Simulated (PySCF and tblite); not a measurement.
The numbers below are computed, except where a source is named.
Stationary points of C$_{5}$HFN$_{2}$O$_{2}$ at GFN2-xTB, in Å:

Structure A

```
 1 N     3.177   -1.000    1.380
 2 C     2.333   -0.417    0.875
 3 C     1.263    0.331    0.232
 4 O     1.411    1.449   -0.207
 5 C     0.003   -0.404    0.173
 6 F    -0.027   -1.654    0.704
 7 C    -1.153    0.062   -0.374
 8 O    -2.291   -0.626   -0.416
 9 C    -1.204    1.366   -0.952
10 N    -1.318    2.397   -1.432
11 H    -2.189   -1.501   -0.008
```

Structure B

```
 1 N     3.006   -0.686   -0.409
 2 C     2.178   -0.139    0.160
 3 C     1.073    0.481    0.874
 4 O     1.158    1.450    1.569
 5 C    -0.205   -0.291    0.628
 6 F    -0.469   -1.266    1.532
 7 C    -1.051   -0.082   -0.395
 8 O    -2.191   -0.756   -0.622
 9 C    -0.724    0.946   -1.328
10 N    -0.442    1.771   -2.068
11 H    -2.334   -1.428    0.060
```

Structure C

```
 1 N     2.659    0.996   -0.837
 2 C     1.924    0.591   -0.060
 3 C     1.131    0.086    1.054
 4 O     1.620   -0.031    2.153
 5 C    -0.258   -0.259    0.750
 6 F    -0.966   -0.729    1.807
 7 C    -0.944   -0.182   -0.422
 8 O    -2.224   -0.539   -0.540
 9 C    -0.357    0.290   -1.632
10 N     0.033    0.655   -2.643
11 H    -2.580   -0.853    0.308
```

Level: PBE0/pcSseg-1 + D3(BJ) on GFN2-xTB stationary points, with GFN2-xTB thermal terms.

**Question.** Which structure is a saddle point, and along which motion?

**Answer.** B: one imaginary mode (70i cm⁻¹ at GFN2-xTB, mostly on O4, N1, F6), along the rotation about the C3–C5 bond (torsion C2–C3–C5–F6 from 0° to 180°, rising).

**Question.** Give their symmetry and energies above the lowest.

**Answer.** A Cs, 0.0 kcal/mol; B C1, 11.3 kcal/mol; C Cs, 2.2 kcal/mol.
